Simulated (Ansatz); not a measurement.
Cartesian coordinates (Å):
```xyz
11

Mo     0.0132     0.2739     0.6211
F     -1.2329     1.4957    -0.1210
F      0.2212    -0.3566    -1.1512
O     -0.5568     0.5017     2.3795
H     -1.3378     0.0599     2.7658
O      1.5708    -0.6552     1.0722
H      2.4147    -0.6506     0.5830
O      1.1451     1.7953     0.3931
H      0.7185     2.5699    -0.0263
O     -1.3527    -1.0809     0.6333
H     -1.5604    -1.4509    -0.2476
```
Charge 0, multiplicity 1.

Method: frozen-core CCSD(T)/def2-TZVPP // TPSS-D3(BJ)/def2-SVP (Ansatz, a quantum-chemistry and plane-wave program).

```json
{
  "HF energy": "-568.48850 Ha",
  "MP2 correlation energy": "-2.10662 Ha"
}
```

Question: Estimate the CCSD correlation energy, the (T) correction, the total energy and the T1 diagnostic.

Answer: 
```
Quantity                        Result
-----------------------  -------------
CCSD correlation energy    -2.03965 Ha
(T) correction             -0.10608 Ha
CCSD(T) total energy     -570.63423 Ha
T1 diagnostic                    0.027
```
